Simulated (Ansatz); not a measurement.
NbF₅: single points at one geometry.

```yaml
crystal:
  periodic: [false, false, false]
  atoms:
    - {symbol: Nb, position_ang: [0.000080, -0.000023, 0.000005]}
    - {symbol: F, position_ang: [-0.015556, -0.005117, 1.871509]}
    - {symbol: F, position_ang: [0.015524, 0.005507, -1.871499]}
    - {symbol: F, position_ang: [1.840508, 0.009680, 0.015303]}
    - {symbol: F, position_ang: [-0.928986, 1.588788, -0.003208]}
    - {symbol: F, position_ang: [-0.911582, -1.598826, -0.012109]}
basis:
  gaussian: {orbitals: def2-TZVP, initial_orbitals: start.molden}
hamiltonian: {xc: {name: revPBE}, dispersion: d4}
scf: {omitted_lower_state_checks: [starts]}
output: {orbitals: {seedname: orbitals}}
```

The file start.molden holds the orbitals of an earlier run on this structure, at another level or in another basis.

```sh
$ ansatz run in.yaml --threads 2 --pin off --events-out ev --progress --plain --max-ram 32768MiB --backend cpu
```

Output, abridged:

```
Functional definition: revPBE
1098 factors; their error is unknown
mean field evaluation 1: about -15146.5932 eV, gradient 1.4e1 eV
mean field evaluation 2: about -15146.7967 eV, gradient 2.2e-1 eV
mean field evaluation 4: about -15146.7924 eV, gradient 2.1e-4 eV
mean field -15146.79238291 eV, -556.6343532072 hartree, gradient 7.7e-6 eV, S^2 0.000000; 0 other end points of the search recorded, 0 dependent functions left out
reference -15146.79248179 eV, -556.6343568412 hartree; 29, 29 occupied and 166, 166 virtual orbitals, 1098 factors
Total energy: -15147.11273145 eV, -556.6461257992 hartree
Checks for a lower state left out: starts
```

Hardware: 2 threads of AMD EPYC 7R13 on a shared host. Wall time 2.4 s.

As the first input, with `hamiltonian: {xc: {name: r2SCAN0}, dispersion: d4}` (abridged; 6 s):

```
Functional definition: r2SCAN0
mean field -15141.81871110 eV, -556.4515741396 hartree, gradient 2.2e-5 eV, S^2 0.000000
Total energy: -15141.84981141 eV, -556.4527170548 hartree
Checks for a lower state left out: starts
```

First input, but with `hamiltonian: {xc: {text: "exchange = 0.90*pbe_x + 0.10*exact_x\ncorrelation = pbe_c"}}` (abridged; 3.4 s):

```
Functional definition: unnamed
mean field -15137.44840969 eV, -556.2909685252 hartree, gradient 5.3e-5 eV, S^2 0.000000
Total energy: -15137.44847369 eV, -556.2909708770 hartree
Checks for a lower state left out: starts
```

The first input with `hamiltonian: {xc: {text: "exchange = 0.85*pbe_x + 0.15*exact_x\ncorrelation = pbe_c"}}` (abridged; 3.3 s):

```
Functional definition: unnamed
mean field -15137.08141783 eV, -556.2774818230 hartree, gradient 3.3e-5 eV, S^2 0.000000
Total energy: -15137.08147630 eV, -556.2774839718 hartree
Checks for a lower state left out: starts
```

The first input with `gaussian: {orbitals: STO-3G}`, `hamiltonian: {xc: hf}` (abridged; 0.56 s):

```
Functional definition: HF
mean field -114465.40675312 eV, -4206.5261107377 hartree, gradient 2.5e-5 eV, S^2 0.000000
Total energy: -114465.40675312 eV, -4206.5261107377 hartree
Checks for a lower state left out: starts
```

The first input with `hamiltonian: {xc: {name: BLYP}, dispersion: d4}`, `output: {forces: true, orbitals: {seedname: orbitals}}` (abridged; 3.3 s):

```
Functional definition: BLYP
mean field -15149.02055204 eV, -556.7162369127 hartree, gradient 1.5e-5 eV, S^2 0.000000
Total energy: -15149.26429224 eV, -556.7251941998 hartree
Atom 0 force    -0.000614    -0.000131    -0.000051 eV/Å
Atom 1 force    -0.006773    -0.002409     0.833845 eV/Å
Atom 2 force     0.007062     0.002319    -0.833867 eV/Å
Atom 3 force     0.836174     0.004565     0.006987 eV/Å
Atom 4 force    -0.421844     0.722178    -0.001431 eV/Å
Atom 5 force    -0.414005    -0.726523    -0.005483 eV/Å
Dipole moment:     0.000149    -0.000094     0.000009 e Å
Checks for a lower state left out: starts
```

As the first input, with `hamiltonian: {xc: hf}` (abridged; 2.2 s):

```
Functional definition: HF
mean field -15077.15307065 eV, -554.0751556850 hartree, gradient 1.8e-5 eV, S^2 0.000000
Total energy: -15077.15307065 eV, -554.0751556850 hartree
Checks for a lower state left out: starts
```

Geometry: r2SCAN-D4/def2-SVP.

In the def2 sets Nb takes a core potential, while STO-3G treats all electrons; there is no spin–orbit coupling.
